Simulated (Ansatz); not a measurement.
Gas-phase electronic energies from Ansatz, PBE0-D4/def2-TZVP geometries. CBS: MP2 limit from def2 TZ/QZ plus the TZ coupled-cluster correction, frozen cores. This one scheme is used for every species. Functionals use def2-TZVPP. B3LYP here is the variant with VWN-RPA as its local correlation; programs differ in this. def2 core potentials past Kr. For Sn outer-core shells are correlated without core-valence functions, which leaves a few kJ/mol of doubt a bond.

Consider the stannylene formation by 1,1-elimination: `[CH3][Sn]([F])([F])[SiH3]` → `[CH3][Sn][F]` + `F[SiH3]`.

CCSD(T)/CBS gives -3.9 kJ/mol.

Problem. Another level gave -24.5 kJ/mol. Which?
A. B3LYP-D4/def2-TZVPP
B. B2PLYP/def2-TZVPP
C. ωB97M-V/def2-TZVPP
D. r2SCAN/def2-TZVPP

Solution. B. B2PLYP -24.5, B3LYP-D4 -20.4, ωB97M-V -9.5, r2SCAN 1.1 kJ/mol.

Largest T1 diagnostic among the species: 0.015.

In def2-TZVPP, CCSD(T) changes the Hartree–Fock value by +27.1 kJ/mol (the triples alone add +6.2 kJ/mol) and MP2 by +21.6 kJ/mol. The D4 term adds +12.8 kJ/mol with B3LYP and +7.4 kJ/mol with PBE0; it sums over pairs of atoms, weighted by their polarisabilities, and B3LYP, whose exchange is more repulsive, gets the larger term.
